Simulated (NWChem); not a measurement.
System: AlSiH5O2; SMILES [SiH3][O][AlH][OH]

Here is an NWChem input.

```
start job
memory heap 200 mb stack 900 mb global 1100 mb
geometry units angstroms noautosym nocenter noautoz
  Al    -0.636485     1.293911     0.009012
  H     -2.155876     1.679720     0.041414
  O      0.491625     2.558366    -0.014427
  H      1.446621     2.486846    -0.033837
  O     -0.136334    -0.327952    -0.002019
  Si     0.208757    -1.936675    -0.001929
  H     -0.958973    -2.728863     0.492678
  H      1.378998    -2.215259     0.886503
  H      0.543166    -2.394140    -1.385552
end
basis spherical
  Al library pcsseg-1
  H library pcsseg-1
  O library pcsseg-1
  Si library pcsseg-1
end
dft
  xc slater vwn_5
  iterations 150
end
property
  shielding
end
task dft property
```

NWChem printed, in part:

```
             Northwest Computational Chemistry Package (NWChem) 7.3.0
             --------------------------------------------------------

                             Geometry "geometry" -> ""
                             -------------------------

 Output coordinates in angstroms (scale by  1.889725989 to convert to a.u.)

  No.       Tag          Charge          X              Y              Z
 ---- ---------------- ---------- -------------- -------------- --------------
    1 Al                  13.0000    -0.63648500     1.29391100     0.00901200
    2 H                    1.0000    -2.15587600     1.67972000     0.04141400
    3 O                    8.0000     0.49162500     2.55836600    -0.01442700
    4 H                    1.0000     1.44662100     2.48684600    -0.03383700
    5 O                    8.0000    -0.13633400    -0.32795200    -0.00201900
    6 Si                  14.0000     0.20875700    -1.93667500    -0.00192900
    7 H                    1.0000    -0.95897300    -2.72886300     0.49267800
    8 H                    1.0000     1.37899800    -2.21525900     0.88650300
    9 H                    1.0000     0.54316600    -2.39414000    -1.38555200

 Effective nuclear repulsion energy (a.u.)     202.3829526839

                              NWChem Property Module
                              ----------------------

  itol2e modified to match energy
  convergence criterion.

                                 NWChem DFT Module
                                 -----------------

 Summary of "ao basis" -> "ao basis" (spherical)
 ------------------------------------------------------------------------------
       Tag                 Description            Shells   Functions and Types
 ---------------- ------------------------------  ------  ---------------------
 Al                         pcsseg-1                10       24   4s5p1d
 H                          pcsseg-1                 3        5   2s1p
 O                          pcsseg-1                 7       17   3s3p1d
 Si                         pcsseg-1                10       24   4s5p1d

  itol2e modified to match energy
  convergence criterion.

            General Information
            -------------------
          SCF calculation type: DFT
          Wavefunction type:  closed shell.
          No. of atoms     :     9
          No. of electrons :    48
           Alpha electrons :    24
            Beta electrons :    24
          Charge           :     0
          Spin multiplicity:     1
          Use of symmetry is: off; symmetry adaption is: off
          Maximum number of iterations: 150
          AO basis - number of functions:   107
                     number of shells:    49
          Convergence on energy requested:  1.00D-07
          Convergence on density requested:  1.00D-05
          Convergence on gradient requested:  5.00D-04

              XC Information
              --------------
                        Slater Exchange Functional  1.000 local
                      VWN V Correlation Functional  1.000 local

             Grid Information
             ----------------
          Grid used for XC integration:  fine
          Radial quadrature: Mura-Knowles
          Angular quadrature: Lebedev.
          Tag              B.-S. Rad. Rad. Pts. Rad. Cut. Ang. Pts.
          ---              ---------- --------- --------- ---------
          Al                  1.25      123          12.0       770
          H                   0.35       60          14.0       590
          O                   0.60       70          14.0       590
          Si                  1.10      123          12.0       770
          Grid pruning is: on
          Number of quadrature shells:   686
          Spatial weights used:  Erf1

      Superposition of Atomic Density Guess
      -------------------------------------

 Sum of atomic energies:        -682.65398747

      Non-variational initial energy
      ------------------------------

 Total energy =    -683.589090
 1-e energy   =   -1347.708079
 2-e energy   =     461.736036
 HOMO         =      -0.399315
 LUMO         =      -0.024013

   convergence    iter        energy       DeltaE   RMS-Dens  Diis-err
 ---------------- ----- ----------------- --------- --------- ---------
 d= 0,ls=0.0,diis     1   -682.0153013552 -8.84D+02  1.92D-02  2.17D+00
 d= 0,ls=0.0,diis     2   -681.4404110162  5.75D-01  1.56D-02  7.39D+00
 d= 0,ls=0.0,diis     3   -682.1547047484 -7.14D-01  2.18D-03  2.57D-01
 d= 0,ls=0.0,diis     4   -682.1765727287 -2.19D-02  8.20D-04  7.14D-03
 d= 0,ls=0.0,diis     5   -682.1772536809 -6.81D-04  2.82D-04  2.26D-03
  Resetting Diis
 d= 0,ls=0.0,diis     6   -682.1774100915 -1.56D-04  1.36D-04  6.84D-04
 d= 0,ls=0.0,diis     7   -682.1774754718 -6.54D-05  5.29D-05  1.53D-05
 d= 0,ls=0.0,diis     8   -682.1774707730  4.70D-06  3.76D-05  6.73D-05
 d= 0,ls=0.0,diis     9   -682.1774767861 -6.01D-06  7.04D-06  1.39D-06
 d= 0,ls=0.0,diis    10   -682.1774769067 -1.21D-07  1.44D-06  7.92D-08
 d= 0,ls=0.0,diis    11   -682.1774769134 -6.68D-09  4.84D-07  1.10D-08

         Total DFT energy =     -682.177476913398
      One electron energy =    -1352.168448388281
           Coulomb energy =      522.938145801365
    Exchange-Corr. energy =      -55.330127010388
 Nuclear repulsion energy =      202.382952683906

 Numeric. integr. density =       47.999999167038

                       DFT Final Molecular Orbital Analysis
                       ------------------------------------

 Vector   22  Occ=2.000000D+00  E=-2.898903D-01
              MO Center=  4.1D-01,  1.6D+00, -7.6D-02, r^2= 4.2D+00
   Bfn.  Coefficient  Atom+Function         Bfn.  Coefficient  Atom+Function
  ----- ------------  ---------------      ----- ------------  ---------------
    41      0.407539  3 O  pz                38      0.390165  3 O  pz
    35      0.214950  3 O  pz               103      0.152430  9 H  s
    16      0.136028  1 Al pz                84     -0.124658  6 Si pz
    98     -0.100603  8 H  s                104      0.098651  9 H  s
    19      0.097127  1 Al pz                63      0.088942  5 O  pz

 Vector   23  Occ=2.000000D+00  E=-2.721628D-01
              MO Center=  2.9D-01, -6.6D-01, -2.2D-01, r^2= 4.7D+00
   Bfn.  Coefficient  Atom+Function         Bfn.  Coefficient  Atom+Function
  ----- ------------  ---------------      ----- ------------  ---------------
    63      0.325928  5 O  pz                60      0.288885  5 O  pz
   103      0.274689  9 H  s                104      0.232560  9 H  s
    41     -0.220886  3 O  pz                38     -0.200884  3 O  pz
    84     -0.195632  6 Si pz                98     -0.181331  8 H  s
    57      0.159506  5 O  pz                99     -0.155414  8 H  s

 Vector   24  Occ=2.000000D+00  E=-2.663165D-01
              MO Center= -1.7D-01, -7.3D-01,  1.9D-01, r^2= 4.5D+00
   Bfn.  Coefficient  Atom+Function         Bfn.  Coefficient  Atom+Function
  ----- ------------  ---------------      ----- ------------  ---------------
    61      0.339917  5 O  px                58      0.308755  5 O  px
    93      0.253685  7 H  s                 94      0.210039  7 H  s
    98     -0.204506  8 H  s                 99     -0.173523  8 H  s
    55      0.169491  5 O  px                82     -0.168046  6 Si px
    26      0.145284  2 H  s                 37      0.142983  3 O  py

 Vector   25  Occ=0.000000D+00  E=-4.399505D-02
              MO Center= -1.4D-01,  3.2D-01, -2.9D-01, r^2= 6.2D+00
   Bfn.  Coefficient  Atom+Function         Bfn.  Coefficient  Atom+Function
  ----- ------------  ---------------      ----- ------------  ---------------
     4      0.878129  1 Al s                 54     -0.539580  5 O  s
    26     -0.496520  2 H  s                 86      0.495806  6 Si py
    32     -0.308428  3 O  s                 72     -0.271251  6 Si s
   104      0.224077  9 H  s                 83      0.197957  6 Si py
    25     -0.187330  2 H  s                  2     -0.174871  1 Al s

[...]

          -----------------------------------------
          Chemical Shielding Tensors (GIAO, in ppm)
          -----------------------------------------

                                NWChem CPHF Module
                                ------------------

  scftype          =     RHF
  nclosed          =       24
  nopen            =        0
  variables        =     1992
  # of vectors     =        3
  tolerance        = 0.10D-03
  level shift      = 0.00D+00
  max iterations   =       50
  max subspace     =       30

 SCF residual:    1.0922936516719199E-005

Iterative solution of linear equations
  No. of variables     1992
  No. of equations        3
  Maximum subspace       30
        Iterations       50
       Convergence  1.0D-04

   iter   nsub   residual    time
   ----  ------  --------  ---------
     1      3    5.29D-06      30.1

      Atom:    1  Al
        Diamagnetic
    793.1539      0.3277      0.0476
      0.3277    800.9005     -0.0139
      0.0476     -0.0139    795.3189

        Paramagnetic
   -321.0788      5.4620     -2.2824
      5.4620   -376.0862     -0.4263
     -2.2824     -0.4263   -426.2077

        Total Shielding Tensor
    472.0751      5.7897     -2.2348
      5.7897    424.8143     -0.4403
     -2.2348     -0.4403    369.1112

           isotropic =     422.0002
          anisotropy =      76.2354

          Principal Components and Axis System
                 1           2           3
              472.8238    424.1159    369.0609

      1         0.9925     -0.1200      0.0214
      2         0.1199      0.9928      0.0057
      3        -0.0219     -0.0031      0.9998

      Atom:    2  H
        Diamagnetic
     34.7415     -3.3561     -0.2453
     -3.3561     25.3078      0.0697
     -0.2453      0.0697     23.1332

        Paramagnetic
     -2.8351      1.1223      0.0522
      1.1223     -0.1839     -0.0167
      0.0522     -0.0167     -0.3264

        Total Shielding Tensor
     31.9064     -2.2338     -0.1931
     -2.2338     25.1240      0.0530
     -0.1931      0.0530     22.8067

           isotropic =      26.6124
          anisotropy =       8.9516

          Principal Components and Axis System
                 1           2           3
               32.5801     24.4544     22.8026

      1         0.9577      0.2871      0.0204
      2        -0.2871      0.9579     -0.0032
      3        -0.0205     -0.0028      0.9998

      Atom:    3  O
        Diamagnetic
    403.0610     12.1666     -0.6222
     12.1666    388.8802     -0.2613
     -0.6222     -0.2613    373.5382

        Paramagnetic
   -108.4698     56.2943      0.0892
     56.2943   -124.2857     -0.8602
      0.0892     -0.8602    -96.3210

        Total Shielding Tensor
    294.5912     68.4609     -0.5330
     68.4609    264.5944     -1.1215
     -0.5330     -1.1215    277.2172

           isotropic =     278.8009
          anisotropy =     106.3405

          Principal Components and Axis System
                 1           2           3
              349.6946    277.2042    209.5039

      1         0.7790      0.0170     -0.6268
      2         0.6269      0.0035      0.7791
      3        -0.0154      0.9998      0.0080

      Atom:    4  H
        Diamagnetic
     45.6307      2.7882     -0.5200
      2.7882     24.3918     -0.0621
     -0.5200     -0.0621     20.4732

        Paramagnetic
     -4.1576      0.8557      0.1010
      0.8557     -1.3439     -0.0239
      0.1010     -0.0239      0.7630

        Total Shielding Tensor
     41.4732      3.6439     -0.4190
      3.6439     23.0479     -0.0861
     -0.4190     -0.0861     21.2362

           isotropic =      28.5858
          anisotropy =      20.3859

          Principal Components and Axis System
                 1           2           3
               42.1764     22.3535     21.2274

      1         0.9821     -0.1873      0.0190
      2         0.1872      0.9823      0.0091
      3        -0.0204     -0.0054      0.9998

      Atom:    5  O
        Diamagnetic
    378.7698    -12.4397     -0.0183
    -12.4397    426.3517      0.1216
     -0.0183      0.1216    376.2928

        Paramagnetic
    -94.2110    -20.4948      0.8043
    -20.4948   -172.0136      1.7846
      0.8043      1.7846    -72.6703

        Total Shielding Tensor
    284.5588    -32.9344      0.7860
    -32.9344    254.3381      1.9061
      0.7860      1.9061    303.6225

           isotropic =     280.8398
          anisotropy =      37.3639

          Principal Components and Axis System
                 1           2           3
              305.7491    303.6156    233.1547

      1         0.8261      0.1625      0.5396
      2        -0.5357     -0.0706      0.8415
      3        -0.1748      0.9842     -0.0288

      Atom:    6  Si
        Diamagnetic
    878.1081     -2.0065      0.0282
     -2.0065    886.8313      0.0174
      0.0282      0.0174    877.5709

        Paramagnetic
   -564.0179    -29.7450      0.1188
    -29.7450   -436.1094      1.1052
      0.1188      1.1052   -568.5750

        Total Shielding Tensor
    314.0903    -31.7515      0.1470
    -31.7515    450.7219      1.1226
      0.1470      1.1226    308.9959

           isotropic =     357.9360
          anisotropy =     149.7175

          Principal Components and Axis System
                 1           2           3
              457.7477    309.0631    306.9973

      1        -0.2158      0.1873      0.9583
      2         0.9764      0.0342      0.2132
      3         0.0072      0.9817     -0.1902

      Atom:    7  H
        Diamagnetic
     30.2724      5.9929     -3.4509
      5.9929     30.0048     -2.8387
     -3.4509     -2.8387     23.6388

        Paramagnetic
     -5.6190     -3.5132      2.2799
     -3.5132     -1.7374      1.4144
      2.2799      1.4144     -1.0480

        Total Shielding Tensor
     24.6535      2.4797     -1.1710
      2.4797     28.2674     -1.4243
     -1.1710     -1.4243     22.5908

           isotropic =      25.1705
          anisotropy =       7.1983

          Principal Components and Axis System
                 1           2           3
               29.9694     23.5016     22.0406

      1         0.4531      0.8210      0.3473
      2         0.8591     -0.5061      0.0755
      3        -0.2378     -0.2641      0.9347

      Atom:    8  H
        Diamagnetic
     31.2437     -3.5776      6.5366
     -3.5776     25.8568     -2.3007
      6.5366     -2.3007     27.0729

        Paramagnetic
     -5.3996      0.8044     -3.9604
      0.8044      0.2307      0.7462
     -3.9604      0.7462     -3.2573

        Total Shielding Tensor
     25.8441     -2.7731      2.5763
     -2.7731     26.0875     -1.5545
      2.5763     -1.5545     23.8156

           isotropic =      25.2491
          anisotropy =       7.2804

          Principal Components and Axis System
                 1           2           3
               30.1026     23.6172     22.0274

      1        -0.6602      0.4322     -0.6143
      2         0.6201      0.7752     -0.1210
      3        -0.4238      0.4608      0.7798

      Atom:    9  H
        Diamagnetic
     23.2460     -1.8385     -3.0773
     -1.8385     26.9465      5.1036
     -3.0773      5.1036     33.9823

        Paramagnetic
     -0.6525      0.3268      1.6714
      0.3268     -0.1975     -2.1491
      1.6714     -2.1491     -7.5557

        Total Shielding Tensor
     22.5934     -1.5117     -1.4059
     -1.5117     26.7490      2.9545
     -1.4059      2.9545     26.4266

           isotropic =      25.2563
          anisotropy =       7.2855

          Principal Components and Axis System
                 1           2           3
               30.1134     23.6291     22.0265

      1        -0.2647      0.0106      0.9643
      2         0.7007     -0.6849      0.1999
      3         0.6625      0.7286      0.1739
```

Level: LDA (Slater exchange, VWN5)/pcSseg-1, GIAO. Coordinates come from a PBE0/def2-SVP optimisation. The printed shielding anisotropy is the first printed principal value minus the mean of the other two.
